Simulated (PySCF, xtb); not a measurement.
C3H7BO2, SMILES OB1[C@@H](C)OC1. One conformer was computed; it need not be the lowest.

Harmonic wavenumbers (cm⁻¹) from GFN2-xTB (xtb) at its own minimum, in rising order: 104, 152, 180, 294, 385, 432, 584, 622, 755, 810, 879, 911, 993, 1021, 1058, 1083, 1114, 1126, 1209, 1212, 1282, 1388, 1438, 1451, 1478, 1497, 2871, 2891, 2921, 3032, 3039, 3041, 3567.

**Question.** What does PBE-D3(BJ)/def2-SVP (PySCF) give at its own minimum? (The exact figures need the calculation; the answer reports its results.)

**Answer.** 69, 149, 216, 311, 389, 421, 563, 593, 723, 810, 821, 876, 961, 969, 1022, 1078, 1112, 1118, 1199, 1227, 1279, 1328, 1389, 1400, 1423, 1492, 2908, 2918, 2951, 2964, 3053, 3062, 3710. Paired by order, the mean absolute difference is 30 cm⁻¹ and the zero-point energies are 64.1 and 63.6 kcal/mol.
